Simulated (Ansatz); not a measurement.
Ansatz (a first-principles code) input:
A basis named .json is the Basis Set Exchange file of that set.

Ansatz 0.2 input:
```yaml
crystal:
  periodic: [false, false, false]
  atoms:
    - {symbol: Tl, position_ang: [-0.00000000, -0.00000000, -0.43926089]}
    - {symbol: Cl, position_ang: [0.00000000, 0.00000000, 2.09294892]}
basis:
  gaussian:
    orbitals: def2-QZVPPD.json
    fitting: {mean_field: def2-universal-jkfit, correlation: def2-QZVPPD-RIFIT.json}
total_charge: -1
magnetization: {spin_polarized: true, initial_magnetization: 1}
correlation: {method: mp2, electrons: outside_noble_gas}
```

**Question.** Predict the final energy.

**Answer.** -631.38241 Eh (RI-MP2/def2-QZVPPD). The basis has 167 functions.

This state (charge -1, doublet) is run at the relaxed geometry of the species with charge 0 and multiplicity 1.
